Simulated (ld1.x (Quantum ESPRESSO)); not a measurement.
## bromine (Br): excitation energies, all-electron against TM

```
Element                 : bromine (Br)
Generator               : ld1.x (Quantum ESPRESSO) 7.5
Type                    : norm-conserving Troullier–Martins (Kleinman–Bylander form)
Functional              : PW91
Relativity              : fully relativistic
Frozen core             : [Ar] 3d10
Valence charge          : 7
Reference configuration : 4s2 4p5
Partial waves           : 4p (bound): rc 1.75 bohr; 4s (bound): rc 1.48 bohr
Local potential         : the s channel
Core correction         : a·sin(br)/r model core inside 0.50 bohr
```

Open shells are filled in proportion to 2j + 1 (rel_dist='average').

Energies are relative to the spin-unpolarised reference configuration 4s2 4p5; without spin polarisation the order of configurations can differ from experiment.

| valence configuration | charge | ΔE all-electron (eV) | error AE − PS (meV) |
| --- | --- | --- | --- |
| 4s2 4p4 | +1 | 12.617 | +3.7 |
| 4s2 4p2 | +3 | 69.536 | +30 |
| 4s2 4p1 | +4 | 115.688 | +11 |
| 4s1 4p5 | +1 | 25.633 | +6.7 |
| 4s2 4p5.3 | -0.3 | -1.980 | +0.2 |
| 4s2 4p4.5 | +0.5 | 5.104 | +0.8 |

Q: What are ΔE and the potential's error for 4s2 4p3?

A: ΔE = 35.455 eV all-electron; the error (AE − PS) is +16 meV.

Levels in the configuration 4s2 4p1:

```tsv
level	all-electron (eV)	pseudo (eV)
4s j=1/2	-67.456	-67.471
4p j=1/2	-52.973	-53.183
4p j=3/2	-52.148	-52.133
```
